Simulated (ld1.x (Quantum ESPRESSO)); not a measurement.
## Building the TM potential for calcium (LDA (PZ), scalar-relativistic).

```
Element                 : calcium
Generator               : ld1.x (Quantum ESPRESSO) 7.5
Type                    : norm-conserving Troullier–Martins (Kleinman–Bylander form)
Functional              : LDA (PZ)
Relativity              : scalar-relativistic
Frozen core             : [Ne] 3s2
Valence charge          : 8
Reference configuration : 3p6 3d0 4s1 4p1
Partial waves           : 4s (bound): rc 2.25 bohr; 3p (bound): rc 1.65 bohr; 3d (bound, empty): rc 1.50 bohr
Local potential         : all-electron potential smoothed inside 2.05 bohr (lloc = -2)
Core correction         : a·sin(br)/r model core, default radius (core density twice the valence density)
```

Occupied shells without a wave of their own: 4p. They enter only through the test configuration that unscreens the potential, and ld1.x also counts them in the model core charge.

All-electron outer shells of the reference configuration (LDA (PZ), scalar-relativistic, ld1.x):

```json
{"shell": "2p", "level (eV)": "-335.98", "outermost node (bohr)": "–", "outermost maximum (bohr)": "0.25"}
{"shell": "3s", "level (eV)": "-48.19", "outermost node (bohr)": "0.45", "outermost maximum (bohr)": "0.99"}
{"shell": "3p", "level (eV)": "-29.32", "outermost node (bohr)": "0.42", "outermost maximum (bohr)": "1.04"}
{"shell": "4s", "level (eV)": "-4.55", "outermost node (bohr)": "1.43", "outermost maximum (bohr)": "3.25"}
{"shell": "3d", "level (eV)": "-3.23", "outermost node (bohr)": "–", "outermost maximum (bohr)": "1.26"}
{"shell": "4p", "level (eV)": "-1.99", "outermost node (bohr)": "1.62", "outermost maximum (bohr)": "4.23"}
```

What the tests gave:

- Cutoffs needed: 30 Ry and 55 Ry (the cutoffs (Ry, on a coarse ladder) from which the occupation-weighted sum of valence levels, in a spherical-Bessel basis at the reference potential, stays within 10 and 1 mRy of its value at 400 Ry) The cutoffs count occupied waves only; the empty 3d level needs 60 Ry at the loose tolerance.
- Ghost test: no extra level below or beside the all-electron valence levels (s, p, d, f tested) (spherical-Bessel basis up to 400 Ry, 20 bohr box)
- Largest excitation error: -424 meV (all-electron minus pseudo) for 3p6 3d0 4s0 4p0, out of 7 test configurations

ld1.x takes every shell without a wave as core, so the model core holds the 4p electrons as well and exchange and correlation see them twice. This cancels in the reference configuration, but the file is broken for other ones, and its errors say nothing about a proper core correction.

Generation and tests took about 2.6 s on one core of a shared server CPU.
